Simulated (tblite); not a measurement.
Compound: C5H8O2Si.
Geometry (GFN2-xTB, Å), atoms numbered from 1 in this order:
```xyz
16
C5H8O2Si angstrom
C     -0.0659    2.0162    0.2030
C     -0.6864    0.6672    0.1240
O     -2.0147    0.5692    0.3535
C     -2.3446   -0.7311    0.2191
C     -1.2498   -1.4664   -0.0905
C     -0.1474   -0.5617   -0.1531
Si     1.6241   -1.0000   -0.5734
O      2.6867    0.0031    0.1512
H     -0.1514    2.4182    1.2130
H     -0.5748    2.7036   -0.4719
H      0.9815    1.9542   -0.0732
H     -3.3740   -0.9909    0.3683
H     -1.2074   -2.5232   -0.2573
H      1.9414   -0.7642   -1.9770
H      1.8575   -2.3830   -0.1463
H      2.7175    0.0978    1.0992
```

Level: GFN2-xTB in tblite, geometry and Hessian alike; calculated harmonic values, unscaled, isolated species. This tight-binding method is rough: wavenumbers can miss measured ones by several per cent, in bad cases by 10 to 20. Modes of hydrogen on silicon can be 10 to 20 % off. One conformer, not necessarily the lowest.

Harmonic wavenumbers (cm⁻¹): 28.2, 97.3, 120.0, 157.0, 222.4, 261.6, 286.1, 341.8, 466.5, 511.2, 591.4, 603.2, 628.4, 681.1, 749.1, 764.0, 772.1, 806.9, 837.6, 875.0, 882.7, 964.0, 1036.3, 1039.2, 1098.9, 1145.0, 1207.0, 1241.2, 1366.9, 1399.2, 1462.1, 1471.0, 1507.6, 1586.8, 2224.6, 2300.7, 2993.4, 3013.6, 3075.6, 3162.4, 3182.8, 3674.9.

A = 3089, B = 1288, C = 946.4 MHz; mass 128.029 u (most abundant isotopes); point group C1, symmetry number 1.

**Question.** What is the zero-point energy?

**Answer.** Half the sum of the wavenumbers: 25418 cm⁻¹ = 72.67 kcal/mol.

**Question.** What is S at 200 K and 1 bar for an ideal gas of classical rigid rotors and harmonic oscillators?

**Answer.** Translation 38.50, rotation 27.65, vibration 17.24: S = 83.4 cal/(mol K).

**Question.** And Cp and H(200 K) − H(0)?

**Answer.** Cp = 26.44 cal/(mol K), of which vibrations give 18.49 (their classical limit is 42 R = 83.5); H(200 K) − H(0) = 3.42 kcal/mol without the zero-point energy, 1.83 from vibrations.

**Question.** Which modes carry the vibrational entropy at 200 K?

**Answer.** 28.2 cm⁻¹: 5.16; 97.3 cm⁻¹: 2.74; 120.0 cm⁻¹: 2.34; 157.0 cm⁻¹: 1.85; 222.4 cm⁻¹: 1.25; 261.6 cm⁻¹: 1.00 cal/(mol K); the other 36 give 2.90 together.

**Question.** How do the functions run with temperature in this model?

**Answer.** 
```csv
T (K),S (cal/(mol K)),Cp (cal/(mol K)),H − H(0) (kcal/mol),G − H(0) (kcal/mol),ln q(vib)
50,58.5,12.4,0.50,-2.43,0.70
100,68.6,17.3,1.24,-5.62,1.78
298.15,95.7,36.0,6.49,-22.05,6.34
373.15,104.5,42.6,9.44,-29.57,8.09
500,118.4,51.8,15.46,-43.72,11.05
750,141.9,63.9,30.06,-76.34,16.65
1000,161.4,71.5,47.05,-114.32,21.81
```

q(vib) and H(0) count from the zero-point level.

**Question.** Blend soft modes into free rotors: weight 1/[1 + (100 cm⁻¹/ν̃)⁴] for the oscillator and the rest for a rotor with moment μB/(μ + B), μ = h/(8π²ν), B = 10⁻⁴⁴ kg m². What vibrational entropy results?

**Answer.** 15.71 cal/(mol K) in place of 17.24, which changes −T·S at 200 K by +0.30 kcal/mol.

**Question.** What must be added to the electronic energy to get the Gibbs energy at 200 K and 1 bar?

**Answer.** ZPE + [H(200 K) − H(0)] − T·S = 72.67 + 3.42 − 16.68 = 59.41 kcal/mol.

Hindered rotation and anharmonicity are outside this model. Other conformers, if any are populated, would add a mixing term that is left out. The structure is chiral; the term R ln 2 for an equal mix with its mirror image is left out.

Time: 0.91 s wall. Hardware: Arm Neoverse N1, one thread, on a shared host. The figure is for the frequency step alone.
